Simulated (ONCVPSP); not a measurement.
**Debugging a pseudopotential input (Sb, ONCVPSP 4.0.1)**

Command:

```bash
oncvpsp.x < Sb.dat > Sb.out
```

Input:

```
# ATOM AND REFERENCE CONFIGURATION
# atsym  z   nc   nv     iexc    psfile
  Sb 51.00    6    5  -116133      upf
#
#   n    l    f
    1    0    2.00
    2    0    2.00
    2    1    6.00
    3    0    2.00
    3    1    6.00
    3    2   10.00
    4    0    2.00
    4    1    6.00
    4    2   10.00
    5    0    2.00
    5    1    3.00
#
# PSEUDOPOTENTIAL AND OPTIMIZATION
# lmax
    3
#
#   l,   rc,      ep,       ncon, nbas, qcut
    0    1.55    0.00    2    8    6.10
    1    1.25    0.00    4    8   11.60
    2    1.00    0.00    4    7   10.00
    3    1.50    0.32    4    8    7.50
#
# LOCAL POTENTIAL
# lloc, lpopt,  rc(5),   dvloc0
    4    4    0.85    0.00
#
# VANDERBILT-KLEINMAN-BYLANDER PROJECTORs
# l, nproj, debl
    0    2    1.90
    1    2    0.60
    2    1    0.50
    3    2    1.00
#
# MODEL CORE CHARGE
# icmod, fcfact, rcfact
    3    4.75    1.75
#
# LOG DERIVATIVE ANALYSIS
# epsh1, epsh2, depsh
   -7.00    5.00    0.04
#
# OUTPUT GRID
# rlmax, drl
    6.00    0.01
#
# TEST CONFIGURATIONS
# ncnf
    4
# nvcnf
#   n    l    f
    5
    4    0    2.00
    4    1    6.00
    4    2   10.00
    5    0    2.00
    5    1    2.00
#
    5
    4    0    2.00
    4    1    6.00
    4    2   10.00
    5    0    2.00
    5    1    1.00
#
    5
    4    0    2.00
    4    1    6.00
    4    2   10.00
    5    0    2.00
    5    1    0.00
#
    5
    4    0    2.00
    4    1    6.00
    4    2   10.00
    5    0    2.00
    5    1    2.50
#
```

This is an input that runs to its end, with one change: ncon of l = 0 set to 2.

Task: How does the run end?

Result: The program refuses the input: "test_data: must have 3 <= ncon <= 5, l= 0".

```
ONCVPSP  (Optimized Norm-Conservinng Vanderbilt PSeudopotential)
scalar-relativistic version 4.0.1

test_data: must have 3 <= ncon <= 5, l=   0
test_data: must have ncon+3 <= nbas <= ncon+5, l=   0
 for nproj=2
ERROR: test_data found   2 ERROR; stopping
```
